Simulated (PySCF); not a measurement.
Ga(Cl)3 anion (Cl3Ga), SMILES [Cl][Ga]([Cl])[Cl] (connectivity only; charge and spin as stated), charge -1, multiplicity 2. Geometry: PBE-D3(BJ)/def2-SVPD. The multiplicity is an assumed one; other spin states were not compared. The isomer is the one that the SMILES or the coordinates give; other isomers of the formula were not compared.

The numbers are results of PBE-D3(BJ)/def2-SVPD (PySCF), not measurements.

Harmonic wavenumbers (cm⁻¹): 93, 93, 119, 279, 301, 301. Rotational constants (GHz): 1.824, 1.824, 1.014; symmetry number 3.

### Question
Work out the zero-point energy and the ideal-gas rigid-rotor harmonic-oscillator thermochemistry at 298.15 K and 1 atm.

### Answer
ZPE = ½ Σ hcν = ½ × 1187 cm⁻¹ = 7.10 kJ/mol. H − E(el) = 26.15 kJ/mol. Entropy in J/(mol K): translation 173.24, rotation 111.97, vibration 61.36, spin 5.76, total 352.34. G − E(el) = -78.90 kJ/mol. Cp = 78.85 J/(mol K). Modes under 150 cm⁻¹ make the vibrational entropy uncertain.
